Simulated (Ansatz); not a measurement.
`ClC1(Br)CC1` + HCl → `ClC1(Cl)CC1` + HBr at 298.15 K and 1 bar (substitution at a C–Br bond).

Program: Ansatz. Geometries: PBE0-D4/def2-TZVP. ΔE: electronic, gas phase. CCSD(T)/CBS adds triple-zeta CCSD(T) − MP2 to the extrapolated MP2 energy (def2 sets, frozen cores). This one scheme is used for every species. For Br outer-core shells are correlated without core-valence functions, which leaves a few kJ/mol of doubt a bond. Scalar relativity is left out up to krypton.

```
      species  CCSD(T)/CBS energy (Eh)  H − E (kJ/mol)  S (J/(mol·K))
`ClC1(Br)CC1`              -3149.62114           180.6          322.4
          HCl               -460.38127            26.6          186.8
`ClC1(Cl)CC1`              -1036.08058           181.5          304.9
          HBr              -2573.91920            24.6          198.6
```

H − E and S are ideal-gas, rigid-rotor, harmonic terms from PBE0-D4/def2-TZVP. 1 Eh = 2625.50 kJ/mol, R = 8.31446 J/(mol·K).

Problem. By hand: ΔE, ΔH, ΔS and ΔG.

Solution. ΔE = (-1036.08058) + (-2573.91920) − (-3149.62114) − (-460.38127) = 0.00263 Eh = 6.9 kJ/mol. Δ(H − E) = 181.5 + 24.6 − 180.6 − 26.6 = -1.1, so ΔH = 5.8 kJ/mol. ΔS = 304.9 + 198.6 − 322.4 − 186.8 = -5.7 J/(mol·K). ΔG = 5.8 − 298.15 × (-5.7)/1000 = 7.5 kJ/mol.

Problem. By hand: the equilibrium constant, and the temperature at which ΔG would vanish if ΔH and ΔS stayed fixed.

Solution. log₁₀ K = −ΔG/(RT ln 10) = -1.3. ΔH and −TΔS have one sign here, so there is no such temperature. One of them is within its doubt of zero, so this could turn.

The number of gas molecules stays the same, so ΔS is small and ΔH decides. A doubt of 5 kJ/mol in ΔE shifts log₁₀ K by 0.9 here. These are equilibria of isolated gas molecules and say nothing of rates. Largest T1 diagnostic: 0.009 (customary marks: 0.02 for closed shells, 0.045 for open ones).
